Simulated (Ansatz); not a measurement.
# Molecular dynamics of C2H5FOSi

The input (input.yaml):

```yaml
crystal:
  periodic: [false, false, false]
  atoms:
    - { symbol: C, position_ang: [-0.959078, -0.475878, 0.599162] }
    - { symbol: C, position_ang: [0.512515, -0.371355, 0.252971] }
    - { symbol: O, position_ang: [0.803992, -0.590113, -1.08534] }
    - { symbol: Si, position_ang: [1.087019, 1.333605, -0.413882] }
    - { symbol: F, position_ang: [-0.260059, 2.134445, -0.889589] }
    - { symbol: H, position_ang: [-1.572987, 0.188713, -0.025985] }
    - { symbol: H, position_ang: [-1.115106, -0.207403, 1.655746] }
    - { symbol: H, position_ang: [-1.310684, -1.510306, 0.451888] }
    - { symbol: H, position_ang: [1.182231, -0.905121, 0.951947] }
    - { symbol: H, position_ang: [1.715357, 0.352313, -1.494019] }
basis:
  gaussian: { orbitals: def2-SVP }
hamiltonian:
  xc: r2scan
  dispersion: d4
md:
  timestep: 0.5
  n_steps: 200
  ensemble: nve
  temperature: 300.0
  initial_velocities: maxwell_boltzmann
  seed: 11177
```

Run as:

```bash
$ ansatz run input.yaml --threads 2 --pin off --max-ram 3072MiB --backend cpu --events-out ev --progress --plain --runs-dir out
```

It starts at the highest image of a converged band, a first-order saddle point between two minima.

Output, in part (step lines, the closing report, with atoms numbered from 0):

```
md step     0: t =     0.00 fs  T =   300.0 K  F+E_penalty+E_count = -14784.08401273 eV  E_kin = 0.310224 eV  conserved = -14783.77378873 eV  (31 SCF iters)
md step     1: t =     0.50 fs  T =   294.2 K  F+E_penalty+E_count = -14784.07785529 eV  E_kin = 0.304176 eV  conserved = -14783.77367891 eV  (33 SCF iters)
md step     2: t =     1.00 fs  T =   278.5 K  F+E_penalty+E_count = -14784.06145514 eV  E_kin = 0.288039 eV  conserved = -14783.77341565 eV  (34 SCF iters)
md step     3: t =     1.50 fs  T =   257.1 K  F+E_penalty+E_count = -14784.03889500 eV  E_kin = 0.265811 eV  conserved = -14783.77308385 eV  (34 SCF iters)
md step     4: t =     2.00 fs  T =   234.6 K  F+E_penalty+E_count = -14784.01534566 eV  E_kin = 0.242559 eV  conserved = -14783.77278648 eV  (34 SCF iters)
md step     5: t =     2.50 fs  T =   215.5 K  F+E_penalty+E_count = -14783.99545684 eV  E_kin = 0.222847 eV  conserved = -14783.77261021 eV  (34 SCF iters)
md step     6: t =     3.00 fs  T =   202.5 K  F+E_penalty+E_count = -14783.98200199 eV  E_kin = 0.209407 eV  conserved = -14783.77259491 eV  (34 SCF iters)
md step     7: t =     3.50 fs  T =   195.8 K  F+E_penalty+E_count = -14783.97524524 eV  E_kin = 0.202523 eV  conserved = -14783.77272261 eV  (33 SCF iters)
[... lines left out ...]
Total energy: -14784.21193911 eV, -543.3097676636 hartree
Atom 0 at    -0.893599    -0.519819     0.554611 Å, force    -1.506205    -0.147994     0.652675 eV/Å
Atom 1 at     0.503194    -0.265233     0.165181 Å, force     0.784029     0.140421     0.215317 eV/Å
Atom 2 at     0.857399    -0.813247    -1.112608 Å, force     0.822299     0.551091    -2.190946 eV/Å
Atom 3 at     1.086563     1.432042    -0.366653 Å, force     0.139289     1.043602    -0.473730 eV/Å
Atom 4 at    -0.323212     2.167259    -0.844506 Å, force     0.210991    -0.352086     0.195474 eV/Å
Atom 5 at    -1.750192     0.012912     0.076397 Å, force     0.757797    -0.205778    -0.382242 eV/Å
Atom 6 at    -0.935432    -0.185614     1.587589 Å, force    -0.184823     0.188416     0.716669 eV/Å
Atom 7 at    -1.116298    -1.594043     0.624993 Å, force    -0.106753    -0.157827    -0.305073 eV/Å
Atom 8 at     1.156948    -0.693158     0.974194 Å, force    -0.063089     0.041434    -0.676002 eV/Å
Atom 9 at     1.229943    -0.182368    -1.879470 Å, force    -0.853534    -1.101279     2.247858 eV/Å
Dipole moment:     0.044377    -0.096306     0.193228 e Å
```

The steps, from the saved trajectory:

```tsv
time (fs)	T (K)	potential energy less start (eV)	conserved less start (meV/atom)
0	300	0.000	0.00
3	203	0.102	0.12
6	172	0.132	0.06
9	157	0.149	0.10
12	209	0.095	0.07
15	280	0.021	0.09
18	399	-0.103	0.01
21	561	-0.270	-0.05
24	571	-0.279	0.12
27	748	-0.464	-0.08
30	794	-0.510	0.16
33	784	-0.500	0.02
36	821	-0.539	-0.05
39	773	-0.486	0.25
42	737	-0.452	-0.01
45	732	-0.446	0.03
48	761	-0.475	0.16
51	605	-0.315	0.04
54	547	-0.255	0.03
57	643	-0.352	0.21
60	690	-0.403	-0.04
63	628	-0.339	0.01
66	573	-0.279	0.29
69	680	-0.394	-0.13
72	603	-0.312	0.09
75	687	-0.400	0.08
78	626	-0.337	-0.06
81	545	-0.252	0.10
84	602	-0.312	0.02
87	588	-0.299	-0.13
90	391	-0.093	0.12
93	454	-0.160	-0.08
96	512	-0.221	-0.13
99	421	-0.123	0.13
```

All steps were run. The conserved energy stayed within 0.29 meV per atom of its start (net change 0.095 meV per atom), so the integration is sound. The kinetic energy rose, since the run started high on the potential surface and went downhill. A run of 0.1 ps of so small a system gives no equilibrium averages. The orbitals stay closed-shell, which can raise the energy where a bond breaks towards radicals; this wasn't checked here.

Between its relaxed ends the band would form O3–H10 and break Si4–H10. These pairs go: O3–H10 1.37 → 1.06 Å, Si4–H10 1.59 → 2.22 Å. In the last frame they stand as after the step (other bonds may differ from the relaxed reactants and products). Also parted: O3–Si4 2.06 → 2.38 Å. It ends as one piece, C2H5FOSi. Pairs count as bonded within 1.25 times the sum of covalent radii (0.12 Å more for H–H).

Last frame:

```xyz
10
Properties=species:S:1:pos:R:3
C -0.894 -0.520 0.555
C 0.503 -0.265 0.165
O 0.857 -0.813 -1.113
Si 1.087 1.432 -0.367
F -0.323 2.167 -0.845
H -1.750 0.013 0.076
H -0.935 -0.186 1.588
H -1.116 -1.594 0.625
H 1.157 -0.693 0.974
H 1.230 -0.182 -1.879
```

Run time: 4.7 min on 2 threads of Intel(R) Xeon(R) 6975P-C (Granite Rapids), with other jobs on the host, peak memory 0.17 GiB.
